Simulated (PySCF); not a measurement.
methyl 2-iodoprop-2-enoate (C₄H₅IO₂), SMILES O(C)C(C(=C)I)=O.

Coordinates come from a B3LYP-D3(BJ)/def2-SVP optimisation. The def2 effective core potentials stand for the cores of I; spin–orbit coupling is left out. The values are those of a single conformer.

These are M06-2X/def2-TZVP run with PySCF values and carry that method's errors.

Symmetry labels are those of the subgroup Cs that the program uses (full group Cs).

### Question
List the valence orbital energies around the gap with their symmetry. (An estimate is asked for; the answer gives what the named calculation found.)

### Answer

```json
[
 {"orbital": "HOMO−7", "symmetry": "A\"", "energy (eV)": "-13.22"},
 {"orbital": "HOMO−6", "symmetry": "A'", "energy (eV)": "-12.20"},
 {"orbital": "HOMO−5", "symmetry": "A'", "energy (eV)": "-11.59"},
 {"orbital": "HOMO−4", "symmetry": "A\"", "energy (eV)": "-10.63"},
 {"orbital": "HOMO−3", "symmetry": "A\"", "energy (eV)": "-10.56"},
 {"orbital": "HOMO−2", "symmetry": "A'", "energy (eV)": "-10.15"},
 {"orbital": "HOMO−1", "symmetry": "A'", "energy (eV)": "-8.72"},
 {"orbital": "HOMO", "symmetry": "A\"", "energy (eV)": "-8.39"},
 {"orbital": "LUMO", "symmetry": "A\"", "energy (eV)": "-0.83"},
 {"orbital": "LUMO+1", "symmetry": "A'", "energy (eV)": "-0.18"},
 {"orbital": "LUMO+2", "symmetry": "A'", "energy (eV)": "2.12"},
 {"orbital": "LUMO+3", "symmetry": "A\"", "energy (eV)": "2.68"}
]
```
